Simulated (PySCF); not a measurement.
UHF on Cl²⁺ (chlorine, charge +2)

Configuration: [Ne] 3s2 3p3, high-spin 4S determinant. All numbers are calculated (PySCF 2.14, the spin-free X2C one-electron Hamiltonian (Gaussian nucleus), in x2c-TZVPall).

* Total energy: -459.626124 hartree
* One-electron energy: -620.5923 hartree
* Hartree (Coulomb) energy: 188.0264 hartree
* Exchange energy: -27.0602 hartree
* ⟨S²⟩: 3.7508
* ⟨L²⟩: 0.000
* Sum of ⟨r⟩: 11.19 bohr
* Sum of ⟨r²⟩: 15.47 bohr²
* Langevin diamagnetic susceptibility: -12.3 ×10⁻⁶ cm³/mol
* Time after the integrals: 0.06 s of wall time on 1 thread of Neoverse-V2 (shared host)

```csv
shell,electrons,mean orbital energy (hartree),"rms radius, mean of both spins (bohr)"
1s α,1,-106.31600,0.105
1s β,1,-106.27039,0.105
2s α,1,-11.70621,0.478
2s β,1,-11.66490,0.478
2p α,3,-9.12002,0.450
2p β,3,-9.04295,0.450
3s α,1,-2.12115,1.56
3s β,1,-1.71821,1.56
3p α,3,-1.45804,1.72
```

Densities and radii are taken from the X2C orbitals without a picture-change correction, which distorts them close to the nucleus.
